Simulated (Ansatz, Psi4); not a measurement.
## Worked example: vertical ionisation energy of HBr (hydrogen bromide)

HBr has 2 atoms, charge 0, and is taken as a singlet. SMILES: `Br`. The shape is that of a PBE0-D4/def2-TZVP optimisation.

| atom | x (Å) | y (Å) | z (Å) |
| --- | --- | --- | --- |
| Br | -0.6032 | 0.2180 | -0.3050 |
| H | 0.6032 | -0.2180 | 0.3050 |

Both states at this one shape; open shells run unrestricted unless said. 1 Eh = 27.2114 eV.

```
                                                                   level  program  singlet HBr (Eh)  doublet HBr+ (Eh)
                                                          revPBE/cc-pVTZ     Psi4      -2574.584512       -2574.156819
B2PLYP/cc-pVTZ (density fitting for correlation), 9 core orbitals frozen     Psi4      -2574.405399       -2573.975263
                                   CCSDTQ/STO-3G, 9 core orbitals frozen   Ansatz      -2545.248459       -2544.923780
```

Question: Work out the vertical ionisation energy at each level.

Answer: 
1. revPBE/cc-pVTZ: -2574.156819 − (-2574.584512) = 0.427693 Eh = 11.64 eV.
2. B2PLYP/cc-pVTZ (density fitting for correlation): -2573.975263 − (-2574.405399) = 0.430136 Eh = 11.70 eV.
3. CCSDTQ/STO-3G: -2544.923780 − (-2545.248459) = 0.324679 Eh = 8.83 eV.

No measured value is set beside it here; the levels span 8.83 to 11.70 eV. Spin-orbit coupling, which splits open shells on such heavy atoms by tenths of an eV, is left out. Minimal sets are far from the basis-set limit. All-electron rows are non-relativistic unless named.
